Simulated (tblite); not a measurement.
Compound: C6H7FS2.
Cartesian coordinates in Å at the GFN2-xTB level; atoms count from 1:
```xyz
16
C6H7FS2 angstrom
C      2.849    0.324    0.018
C      1.899   -0.391   -0.128
C      0.720   -1.211   -0.208
C     -0.420   -0.559   -0.993
C     -0.830    0.804   -0.433
F     -1.728    1.375   -1.318
C     -1.494    0.734    0.936
S     -0.257    0.241    2.185
S      0.121   -1.633    1.502
H      3.700    0.930    0.110
H      0.964   -2.185   -0.641
H     -1.288   -1.223   -0.987
H     -0.105   -0.415   -2.030
H      0.035    1.480   -0.398
H     -1.855    1.717    1.232
H     -2.319    0.021    0.944
```

Calculated harmonic vibrations of the isolated species, GFN2-xTB (tblite), most abundant isotopes, no scaling. Against measured fundamentals such values can be off by several per cent, at times by over 20. One conformer, not necessarily the lowest.

Harmonic wavenumbers (cm⁻¹): 82.5, 94.8, 152.7, 191.6, 243.8, 256.8, 291.8, 336.4, 405.0, 426.3, 447.1, 516.7, 582.1, 604.4, 680.0, 697.4, 747.4, 840.9, 887.8, 911.8, 1009.0, 1014.9, 1051.5, 1104.3, 1122.6, 1148.2, 1201.6, 1211.6, 1238.6, 1276.7, 1309.6, 1336.1, 1429.1, 1465.8, 2278.4, 2910.0, 2946.2, 2973.8, 2983.8, 2985.8, 3013.8, 3400.7.

A = 1457, B = 1120, C = 868.0 MHz; mass 161.997 u (most abundant isotopes); point group C1, symmetry number 1.

Problem. What is the zero-point energy?

Solution. ½Σν̃ = 24905 cm⁻¹ = 71.21 kcal/mol.

Problem. What is S at 298.15 K and 1 bar for an ideal gas of classical rigid rotors and harmonic oscillators?

Solution. Translation 41.18, rotation 29.81, vibration 24.55: S = 95.5 cal/(mol K).

Problem. And Cp and H(298.15 K) − H(0)?

Solution. Cp = 37.04 cal/(mol K), of which vibrations give 29.09 (their classical limit is 42 R = 83.5); H(298.15 K) − H(0) = 6.55 kcal/mol without the zero-point energy, 4.18 from vibrations.

Problem. Blend soft modes into free rotors: weight 1/[1 + (100 cm⁻¹/ν̃)⁴] for the oscillator and the rest for a rotor with moment μB/(μ + B), μ = h/(8π²ν), B = 10⁻⁴⁴ kg m². What vibrational entropy results?

Solution. 23.65 cal/(mol K) in place of 24.55, which changes −T·S at 298.15 K by +0.27 kcal/mol.

Problem. What must be added to the electronic energy to get the Gibbs energy at 298.15 K and 1 bar?

Solution. ZPE + [H(298.15 K) − H(0)] − T·S = 71.21 + 6.55 − 28.49 = 49.27 kcal/mol.

Problem. How do the functions run with temperature in this model?

Solution. 
```csv
T (K),S (cal/(mol K)),Cp (cal/(mol K)),H − H(0) (kcal/mol),G − H(0) (kcal/mol),ln q(vib)
100,67.7,16.9,1.15,-5.62,0.93
200,82.8,27.5,3.38,-13.17,3.01
300,95.8,37.2,6.62,-22.11,5.34
500,118.7,52.7,15.72,-43.62,10.11
800,146.7,66.3,33.78,-83.60,16.91
1000,162.1,71.9,47.63,-114.52,21.06
```

q(vib) and H(0) count from the zero-point level.

Hindered rotation and anharmonicity are outside this model. Other conformers, if any are populated, would add a mixing term that is left out. The structure is chiral; the term R ln 2 for an equal mix with its mirror image is left out.

Hardware: an Arm Neoverse V1 with one thread, no GPU, shared host with 32 logical CPUs at a one-minute load of 14. Cost: 0.66 s. The figure is for the frequency step alone.
